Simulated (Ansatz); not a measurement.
Na₆Li₂⁻. The state is a doublet with charge -1. Geometry r2SCAN/def2-SVPD; atoms count from 1.

```tsv
atom	x (Å)	y (Å)	z (Å)
Li1	0.4055	0.2613	-1.4109
Li2	1.5183	0.9430	1.4412
Na3	1.0729	-2.1800	0.8138
Na4	3.6708	-1.1241	3.1614
Na5	-1.8141	0.0678	0.9821
Na6	-0.6371	3.0788	-0.3714
Na7	-2.5638	1.1266	-2.8270
Na8	-1.6525	-2.1734	-1.7892
```

The geometry of the doublet was relaxed on an unsound state (⟨S²⟩ 1.13, where a pure state has 0.75). The structure comes from a short search, and lower isomers may exist.

(1) Estimate the Mulliken populations from the PBE0/def2-TZVPD orbitals of Ansatz.

(2) Where does the spin sit?

(3) And the Mayer bond orders between bonded heavy atoms (over 0.3)?

## Answers

(1) 
| atom | charge (e) | spin (α − β) |
| --- | --- | --- |
| Li1 | -0.20 | 0.36 |
| Li2 | 0.07 | 0.16 |
| Na3 | -0.06 | 0.06 |
| Na4 | -0.28 | 0.03 |
| Na5 | -0.16 | 0.32 |
| Na6 | -0.01 | 0.08 |
| Na7 | -0.27 | -0.07 |
| Na8 | -0.10 | 0.06 |
Mulliken values and Mayer orders depend strongly on the basis. With diffuse functions, as here, like atoms can get unlike values, and bond orders can come out too low or too high.

(2) Summed by element: Li 0.52, Na 0.48, of 1 unpaired in all. Largest on single atoms: Li1 0.36, Na5 0.32, Li2 0.16.

(3) Li1–Na5 0.44 (3.27 Å); Li2–Na4 0.40 (3.44 Å); Na3–Na4 0.53 (3.66 Å); Na6–Na7 0.31 (3.68 Å); Na7–Na8 0.44 (3.58 Å).
